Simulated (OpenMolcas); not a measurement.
Mo3+.

```
Program             : OpenMolcas 26.06
Basis               : ANO-RCC-VDZP [6s5p3d1f]
Scalar Hamiltonian  : DKH2, point nucleus
Active space        : 3 electrons in 9 orbitals (RAS2 4d 5s; RAS3 5p, at most 2 electrons)
State averaging     : 2S+1 = 4 even, 20 roots; 2S+1 = 2 even, 65 roots kept (CI in the orbitals of an earlier block); 2S+1 = 4 odd, 30 roots; 2S+1 = 2 odd, 72 roots kept (CI in the orbitals of an earlier block)
Spin-orbit coupling : state interaction with AMFI integrals over the reference wave functions, term energies averaged over their components
```

Two sets of levels on these reference wave functions, in cm-1 above 4d3 4F 3/2: one from RASSCF and one from MS-RASPT2, IPEA 0.25 Eh, imaginary shift 0.1 Eh (closed shells correlated: 4s 4p).

```
        Level  Set 1  Set 2
   4d3 4F 3/2    0.0    0.0
   4d3 4F 5/2    838    819
   4d3 4F 7/2   1889   1864
   4d3 4F 9/2   3080   3060
   4d3 4P 1/2  10910  13220
   4d3 4P 3/2  10920  13250
   4d3 2G 7/2  12770  14350
   4d3 4P 5/2  12210  14520
   4d3 2G 9/2  13590  15140
   4d3 2P 1/2  15750  18160
   4d3 2H 9/2  17820  19330
  4d3 2H 11/2  18250  19750
4d3 2D 5/2(1)  18040  21050
   4d3 2F 7/2  26900  31110
   4d3 2F 5/2  27230  31470
4d3 2D 5/2(2)  41410  48240
```

Q: Which set is which?

A: Set 1 is MS-RASPT2. Its levels of the other terms of 4d3 lie at 0.82 to 0.92 of the other set's values, as expected, since terms of lower spin or lower L gain more correlation energy than the Hund ground term. Against 15 measured levels (Sugar and Musgrove, J. Phys. Chem. Ref. Data 17, 155 (1988)) the mean absolute deviation is 1200 cm-1 with it and 3400 cm-1 without; single levels miss by up to 2500 cm-1 with it.

CASPT2 does not keep the components of a term degenerate, so their means are used; among the terms shown or strongly mixed into the levels shown the widest spread is 620 cm-1 (4d3 4F, MS-RASPT2). Terms from blocks run as CI alone lack orbitals of their own. The basis is small and was not contracted for so high a charge. Without dynamic correlation excited terms often stand tens of per cent too high (terms of higher spin than the ground term too low), and those without a measured partner can miss by more than the paired ones (holds for RASSCF). Blocks of more than 70 roots (2S+1 = 2 odd) ran without multistate coupling (holds for MS-RASPT2). Measured partners are found by configuration, term and J. A level has none where our copy of the source lacks it or the pairing is in doubt (some pairs that miss far off the trend of their configuration count as doubtful), and it then counts in no deviation. Only configurations of the active space appear. The table leaves out levels that lie high or whose names do not pair safely across all columns.

A number in round brackets counts repeated terms of one configuration in the order of the reference energies.
